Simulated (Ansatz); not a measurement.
Consider the ligand exchange at a B–Br bond: `CB(S)Br` + H₂S → `CB(S)S` + HBr.

Calculated with Ansatz (gas phase, PBE0-D4/def2-TZVP geometries, no zero-point term in ΔE). CCSD(T)/CBS adds triple-zeta CCSD(T) − MP2 to the extrapolated MP2 energy (def2 sets, frozen cores). This one scheme is used for every species. For Br outer-core shells are correlated without core-valence functions, which leaves a few kJ/mol of doubt a bond. Scalar relativity is left out up to krypton. Each species was taken in one conformer, which may not be the lowest.

`CB(S)Br`:

Cartesian coordinates in Å:
```
C -0.887 0.243 0.088
B 0.572 0.062 -0.422
S 1.868 -0.856 0.393
Br 1.095 0.882 -2.089
H -1.090 -0.255 1.037
H -1.111 1.309 0.199
H -1.591 -0.135 -0.661
H 1.144 -1.249 1.456
```

H₂S:

```xyz
3

S     0.478   -0.345    0.191
H    -0.343   -0.400   -0.868
H    -0.135    0.744    0.678
```

`CB(S)S`:

```xyz
9

C     0.769    0.813    0.373
B    -0.110   -0.381   -0.130
S    -1.885   -0.240   -0.406
S     0.691   -1.960   -0.444
H     0.698    1.657   -0.322
H     0.404    1.173    1.340
H     1.824    0.558    0.485
H    -2.012    1.050   -0.056
H    -0.380   -2.670   -0.840
```

HBr:

```xyz
2

Br    0.401   -0.056   -0.583
H    -0.401    0.056    0.583
```

| level | ΔE (eV) |
| --- | --- |
| CCSD/def2-TZVPP | 0.08 |
| CCSD(T)/def2-QZVPP | 0.07 |

Problem. What does CCSD(T)/CBS give? (An estimate is asked.)

Solution. The calculation gave: +0.09 eV. The listed levels differ from it by -0.01, -0.02 eV.

Largest T1 diagnostic among the species: 0.013.
